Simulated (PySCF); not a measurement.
Exercise with solution: dipole moment from atomic charges

Ga(SH)3 (GaH3S3), SMILES [SH][Ga]([SH])[SH]. Atoms are numbered in the order given.

```xyz
7

Ga    -0.0069    -0.0020     0.0000
S     -1.4279     1.6979     0.0000
H     -0.4267     2.6231     0.0000
S      2.1790     0.4042     0.0000
H      2.5166    -0.9159     0.0000
S     -0.8886    -2.0389     0.0000
H      0.3257    -2.6572     0.0000
```
Charge 0, spin multiplicity 1.

Geometry optimised at PBE-D3(BJ)/def2-SVP. The structure was generated by enumeration; whether it is a known compound was not checked. The values are those of a single conformer.

Charges (e) from PBE/def2-TZVP in PySCF:

```tsv
atom	ESP fit	Mulliken
Ga1	0.229	0.376
S2	-0.240	-0.291
H3	0.200	0.165
S4	-0.306	-0.281
H5	0.187	0.157
S6	-0.209	-0.281
H7	0.139	0.155
```

The dipole moment of the full density is 1.47 D.

Question: What dipole moment does each set of point charges give, and which comes closer to that of the density?

Answer: 
μ = Σ q r, and 1 e Å = 4.8032 D.
ESP fit: Σ q r = (0.291, -0.122, 0.000) e Å, |μ| = 1.51 D.
Mulliken: Σ q r = (0.426, -0.158, 0.000) e Å, |μ| = 2.18 D.
ESP fit comes closer in size. Point charges leave out the atoms' own dipoles (lone pairs, polarised bonds); fits to the potential absorb them, partitions of the density don't.
